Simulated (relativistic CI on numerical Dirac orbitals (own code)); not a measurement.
# Ir2+: O2,3 absorption edge

Computed with this model: Dirac-Coulomb-Breit CI, KLI orbitals optimised for each configuration, QED by a radiative potential, valence Slater integrals scaled by 0.8, multiplet model of core-to-valence dipole absorption; configurations [Xe] 4f14 5d7 → [Kr] 4d10 4f14 5s2 5p5 5d8; 10 K; Lorentzian 0.6 eV and Gaussian 0.3 eV FWHM. Energies are those of the free ion, without screening or charge transfer. The branching ratio is the share of the lower-energy edge in the whole absorption, uncertain by about 0.02 where the edges overlap. S is read from ⟨S²⟩ = S(S + 1).

Field parameters in Wybourne normalisation: D4h B²₀ = −7Ds, B⁴₀ = 21(Dq − Dt), B⁴₄ = 21√(5/14) Dq. The field is a parameter set, without covalency.

free ion: ground-state S = 1.39, centroid 50.78 eV. Peaks (eV, height): 46.4 (22), 48.3 (52), 49.6 (88), 50.5 (100), 53.2 (60), 55.5 (14).

D4h, 10Dq = 19000, Ds = -1500, Dt = -400 cm⁻¹: ground-state S = 0.64, centroid 54.90 eV. Peaks (eV, height): 49.0 (56), 49.4 (57), 50.6 (86), 51.5 (100), 52.9 (70), 53.7 (58), 54.5 (50), 56.5 (17), 58.1 (11), 63.4 (16), 63.9 (17), 65.5 (50), 67.3 (22).

D4h, 10Dq = 19000, Ds = -860, Dt = -400 cm⁻¹: ground-state S = 0.65, centroid 54.80 eV. Peaks (eV, height): 48.9 (50), 49.4 (49), 50.5 (77), 51.4 (100), 52.7 (75), 53.4 (56), 54.3 (43), 56.5 (17), 58.0 (11), 63.3 (14), 63.8 (14), 65.4 (51), 67.3 (20).

D4h, 10Dq = 19000, Ds = -210, Dt = -400 cm⁻¹: ground-state S = 0.66, centroid 54.69 eV. Peaks (eV, height): 48.7 (45), 49.4 (42), 50.3 (67), 51.3 (100), 52.5 (76), 54.1 (37), 54.8 (32), 56.4 (16), 57.8 (11), 63.1 (12), 63.7 (12), 65.4 (51), 67.3 (18).

D4h, 10Dq = 19000, Ds = 430, Dt = -400 cm⁻¹: ground-state S = 0.74, centroid 54.32 eV. Peaks (eV, height): 48.6 (37), 49.3 (36), 51.2 (100), 52.4 (65), 53.9 (37), 56.3 (13), 57.8 (10), 63.0 (8), 63.5 (8), 65.3 (43), 67.2 (15).

D4h, 10Dq = 19000, Ds = 1070, Dt = -400 cm⁻¹: ground-state S = 0.74, centroid 54.40 eV. Peaks (eV, height): 48.7 (41), 49.4 (40), 51.2 (100), 52.6 (62), 53.4 (54), 56.5 (14), 57.9 (10), 63.1 (9), 63.6 (9), 65.4 (44), 67.3 (17).

Strongest unbroadened transitions for D4h, 10Dq = 19000, Ds = 430, Dt = -400 cm⁻¹:

```
Energy (eV)  Relative strength
      48.54               27.6
      48.55               32.7
      49.28               35.1
      50.10               31.2
      50.24               41.0
      50.66               14.8
      50.70               56.2
      51.12              100.0
      51.23               25.0
      51.34               39.2
      52.33               63.5
      52.69               22.0
      52.82               31.7
      53.22               41.5
      54.42               18.5
      54.83               24.4
      65.30               51.1
      65.33               20.5
```
